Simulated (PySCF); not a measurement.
# One molecule, several mistakes: BH4NOSi

Calculated results; nothing here was measured. They come from PySCF 2.14.0, an open-source quantum chemistry program, on an isolated molecule that a program drew, which may never have been made. The molecule is BH4NOSi (charge 0, singlet), drawn as the SMILES string `O=BN[SiH3]`.

Each row is a Hartree-Fock (HF) and frozen-core CCSD(T) single point in the cc-pV(D+d)Z basis, meant for a local HF minimum. Run 1 is clean. Each other run has one planted mistake out of seven kinds, and not every kind appears here: one electron removed, one electron added, multiplicity raised by two, geometry at a saddle point, minimal basis STO-3G, one bond length entered in bohr, all coordinates scaled. The reference is restricted for singlets and unrestricted otherwise, and also for a bond in bohr. Adding or removing an electron swaps singlet and doublet. Electrons count all cores. HOMO and LUMO are orbital energies over both spins, the gradient is its largest component, and the lowest frequency (negative if imaginary) is given only where the gradient is small. Bond lengths are over the 7 bonds as drawn. T1 is the CCSD diagnostic: over 0.02 (restricted) or 0.045 (unrestricted) a single reference is doubtful.

Geometry of the clean run:
```xyz
8
BH4NOSi, angstrom
O     0.0052   -0.3222   -1.9211
B    -0.1165   -0.2408   -0.7338
N    -0.2570   -0.1481    0.6438
Si   -0.9048    1.1950    1.5641
H     0.0569   -0.9588    1.1478
H    -2.0810    0.7554    2.3417
H     0.1159    1.7056    2.5016
H    -1.2820    2.2316    0.5871
```

```
run,electrons,basis functions,<S^2>,HOMO (eV),LUMO (eV),gradient (hartree/bohr),lowest frequency (cm^-1),mean bond (Å),longest bond (Å),T1,HF (hartree),CCSD(T) (hartree),mistake
1,38,85,0.000,-11.71,3.21,2.4e-06,68,1.3955,1.752,0.0156,-445.37836,-445.95074,no fault
2,37,85,0.904,-17.63,-7.84,1.0e-01,-,1.3955,1.752,0.0472,-445.01995,-445.56804,one electron removed
3,38,85,0.809,-9.50,1.38,8.4e-03,-,1.5832,2.791,0.0484,-445.26328,-445.82787,one bond length entered in bohr
4,38,85,2.035,-3.56,-1.86,8.1e-02,-,1.3955,1.752,0.0375,-445.12911,-445.70413,?
```

**Which mistake was planted in run 4, and what did it cost?**

Electrons, basis and geometry are unchanged, and <S^2> is 2.035, beside S(S+1) = 2.00 for a multiplicity of 3. So the mistake is: multiplicity raised by two. Subtracting run 1 and multiplying by 627.51 kcal/mol a hartree, the energy moved by 156.4 kcal/mol in HF and 154.8 kcal/mol in CCSD(T).

Cautions from the logs. Run 2: T1 is over the limit, so its CCSD(T) energy is less reliable; run 3: T1 is over the limit, so its CCSD(T) energy is less reliable.
